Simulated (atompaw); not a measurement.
# u(r) = r·R(r): atom against pseudo-atom (gallium)

Columns: radius, all-electron u(r) and pseudo u(r) of the 4p shell (level -2.73 eV) of gallium in the configuration [Ar] 3d10 4s2 4p1; LDA (PW92), scalar-relativistic, PAW (atompaw) scheme, atompaw 4.2.0.5.

| r (bohr) | all-electron | pseudo |
| --- | --- | --- |
| 0.087 | 0.1172 | 0.0021 |
| 0.173 | 0.0854 | 0.0083 |
| 0.260 | -0.0385 | 0.0185 |
| 0.346 | -0.1452 | 0.0325 |
| 0.433 | -0.2019 | 0.0503 |
| 0.519 | -0.2094 | 0.0711 |
| 0.606 | -0.1813 | 0.0952 |
| 0.692 | -0.1316 | 0.1215 |
| 0.779 | -0.0695 | 0.1503 |
| 0.865 | -0.0033 | 0.1805 |
| 0.952 | 0.0639 | 0.2122 |
| 1.038 | 0.1280 | 0.2443 |
| 1.125 | 0.1887 | 0.2769 |
| 1.212 | 0.2445 | 0.3094 |
| 1.298 | 0.2945 | 0.3407 |
| 1.385 | 0.3396 | 0.3713 |
| 1.471 | 0.3792 | 0.4001 |
| 1.558 | 0.4143 | 0.4273 |
| 1.644 | 0.4445 | 0.4520 |
| 1.731 | 0.4706 | 0.4747 |
| 1.817 | 0.4926 | 0.4945 |
| 1.904 | 0.5112 | 0.5119 |
| 1.990 | 0.5262 | 0.5265 |
| 2.077 | 0.5385 | 0.5385 |
| 2.163 | 0.5479 | 0.5479 |
| 2.250 | 0.5549 | 0.5549 |

Question: How many radial nodes do the two functions have?

Answer: The all-electron 4p function has n − l − 1 = 2; the pseudo-wave has 0, since the states of the same l below it are removed with the core.

Question: Is the pseudo-wave norm-conserving?

Answer: No, it belongs to a PAW set: the norm inside the radius is not constrained, and the difference is carried by the augmentation charge.
